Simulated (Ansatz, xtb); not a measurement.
# Relative energy of two isomers of C2H8NSb

Structure I: `C[CH2][SbH][NH2]`, a singlet. Structure II: `[CH3][Sb]([CH3])[NH2]`, a singlet. Both are isolated molecules in the gas phase, relaxed with B3LYP-D3(BJ)/def2-SVP; the shapes shown needn't be the lowest conformers.

I (Å):

```xyz
12

C     1.4601   -1.8796    1.1323
C     0.7976   -1.7945   -0.2375
N    -1.4505   -0.5369    1.5292
Sb   -0.7240   -0.2132   -0.3963
H     0.7045   -2.0222    1.9204
H     2.0247   -0.9617    1.3660
H     2.1661   -2.7265    1.1874
H     0.2752   -2.7322   -0.4871
H     1.5278   -1.6051   -1.0418
H     0.4368    1.0192    0.0026
H    -0.8746   -0.0919    2.2447
H    -2.3918   -0.1540    1.6241
```

II (Å):

```xyz
12

C    -1.4274   -1.4511   -2.1827
C     0.1167    0.9827   -0.8507
N    -1.5651   -1.1975    0.8846
Sb   -0.0371   -1.1854   -0.5209
H    -2.2631   -0.7438   -2.0745
H    -1.8171   -2.4787   -2.1686
H    -0.9139   -1.2679   -3.1385
H    -0.8910    1.4195   -0.9246
H     0.6599    1.4555   -0.0191
H     0.6619    1.1784   -1.7873
H    -2.1761   -0.3821    0.8063
H    -1.1967   -1.2072    1.8365
```

Task: Estimate which is lower in electronic energy at CCSD(T)/def2-SVP + ΔMP2/def2-TZVPP, and by roughly how much.

Result: The CCSD(T)/def2-SVP + ΔMP2/def2-TZVPP calculation puts structure II lower, by 0.330 eV.

The same difference at several levels:

| level | geometry | E(II) − E(I) (eV) | departure from the last row (eV) | job, with rough time for the two |
| --- | --- | --- | --- | --- |
| GFN2-xTB | GFN2-xTB | −0.002 | +0.328 | optimisation, 0.3 s |
| HF/STO-3G | GFN2-xTB | −0.547 | −0.218 | single point, 2 s |
| r2SCAN-D4/def2-SVP | GFN2-xTB | −0.295 | +0.034 | single point, 6.1 s |
| B3LYP-D3(BJ)/def2-SVP | B3LYP-D3(BJ)/def2-SVP | −0.192 | +0.137 | optimisation, 2.2 min |
| HF/def2-SVP | B3LYP-D3(BJ)/def2-SVP | −0.193 | +0.137 | part of the CCSD(T) run |
| MP2/def2-SVP | B3LYP-D3(BJ)/def2-SVP | −0.178 | +0.152 | part of the CCSD(T) run |
| CCSD(T)/def2-SVP | B3LYP-D3(BJ)/def2-SVP | −0.136 | +0.193 | single point |
| CCSD(T)/def2-SVP + ΔMP2/def2-TZVPP | B3LYP-D3(BJ)/def2-SVP | −0.330 |  | single point, 47 s |

As drawn, II has 1 C–Sb, 1 C–H in place of 1 C–C, 1 Sb–H.

GFN2-xTB finds them nearly level. The largest departure from CCSD(T)/def2-SVP + ΔMP2/def2-TZVPP is that of GFN2-xTB, 0.328 eV. The last row adds to CCSD(T) the change of the MP2 difference between the two basis sets, here −0.193 eV, a large step that makes the value less sure.

With harmonic frequencies from B3LYP-D3(BJ)/def2-SVP (ideal gas, rigid rotor, one conformer each, 298.15 K, 1 atm): on the last row, ΔE + ΔZPE = −0.337, ΔH = −0.311, ΔG = −0.364 eV.

The correlated steps freeze 7 core orbitals; the filled d shell of Sb is correlated, in a basis made for valence electrons. Atoms past krypton carry core potentials in the def2 sets, other sets are all-electron and non-relativistic, and no spin–orbit term is included. Codes used: Ansatz 0.2.0, xtb 6.7.1; the last row on 2 threads of Intel(R) Xeon(R) Platinum 8259CL CPU @ 2.50GHz (Skylake/Cascade Lake) on a shared host.
